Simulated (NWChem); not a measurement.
System: CH₄Cl₂OSn; SMILES C[O][SnH]([Cl])[Cl]

```xyz
9

Sn     0.0824    -0.5235     0.0000
Cl     0.9663     0.5806    -1.8939
Cl     0.9663     0.5806     1.8939
O     -1.8914    -0.2543     0.0000
C     -2.4156     1.0667     0.0000
H      0.4069    -2.2091     0.0000
H     -3.5230     0.9843     0.0000
H     -2.1149     1.6469    -0.9026
H     -2.1149     1.6469     0.9026
```
Atoms are numbered in this order, from 1.

Results from NWChem. Structure relaxed at the PBE-D3(BJ)/def2-SVP level. Not confirmed as a minimum by frequencies. def2 effective core potentials on Sn; no spin-orbit coupling. Total energies compare along this basis series because the functional is fixed.

```tsv
level	basis functions	energy (Ha)	highest occupied level (eV)	orbital gap (eV)	dipole (D)
Hartree-Fock/def2-SVP	110	-1247.1090	-12.28	…	…
Hartree-Fock/def2-SVPD	161	-1247.1332	-12.41	13.54	1.30
Hartree-Fock/def2-TZVP	210	-1247.5741	-12.33	13.78	1.28
```

Question: Some entries are withheld; supply them.

Answer: 
- Hartree-Fock/def2-SVP, orbital gap (eV): 13.99
- Hartree-Fock/def2-SVP, dipole (D): 1.19
